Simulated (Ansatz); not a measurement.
Two members of one family (Same ligands, another metal), computed with Ansatz in the gas phase; def2 core potentials for Ag, no spin–orbit coupling. Binding counts from free atoms in the multiplicity of their measured ground term, without zero-point energy. A dash marks a value that wasn't run or was left out as unsound. The structures are stationary points that may keep the symmetry of their start. Remarks come from the PBE and PBE0 runs and from stability tests at other levels; not every state was tested. A HOMO above zero means that the electron is unbound at that level and held by the basis, or that self-interaction error raises the level; the energy of removing that electron tells which.

First: (AgBr)2 ring (singlet, charge 0, r2SCAN-D4/def2-SVP geometry).

Cartesian coordinates in Å:
```
Ag -0.6663 0.4050 1.1327
Br -1.3345 -1.7739 -0.1481
Ag 0.6654 -0.4048 -1.1333
Br 1.3354 1.7737 0.1487
```

| level | HOMO (eV) | LUMO (eV) | gap (eV) | vertical EA (eV) | binding per atom (eV) |
| --- | --- | --- | --- | --- | --- |
| LDA (SPW92)/def2-TZVP | -6.52 | -3.69 | 2.83 | – | 2.30 |
| PBE-D4/def2-TZVPD | -6.29 | -3.39 | 2.90 | 1.36 | 1.94 |
| r2SCAN-D4/def2-TZVP | -6.44 | -3.10 | 3.34 | – | 1.99 |
| PBE0-D4/def2-TZVPD | -7.43 | -2.49 | 4.94 | 1.10 | 1.92 |
| ωB97X-V/def2-TZVP | -9.57 | -0.57 | 9.00 | – | 1.98 |

Remarks: HOMO above zero (-1 doublet).

Second: (CuBr)2 ring (singlet, charge 0, r2SCAN-D4/def2-SVP geometry).

```xyz
4

Cu   -1.070    0.053   -0.395
Br   -0.680   -0.951    1.717
Cu    1.070   -0.053    0.395
Br    0.680    0.951   -1.717
```

Estimate how these quantities change from the first to the second (second minus first).


```tsv
level	Δ HOMO (eV)	Δ LUMO (eV)	Δ gap (eV)	Δ vertical EA (eV)	Δ binding per atom (eV)
LDA (SPW92)/def2-TZVP	0.63	0.60	-0.03	–	0.42
PBE-D4/def2-TZVPD	0.66	0.50	-0.16	-0.46	0.37
r2SCAN-D4/def2-TZVP	0.77	0.60	-0.18	–	0.38
PBE0-D4/def2-TZVPD	0.21	0.54	0.33	-0.47	0.34
ωB97X-V/def2-TZVP	0.03	0.58	0.55	–	0.31
```

Remarks: HOMO above zero (-1 doublet).
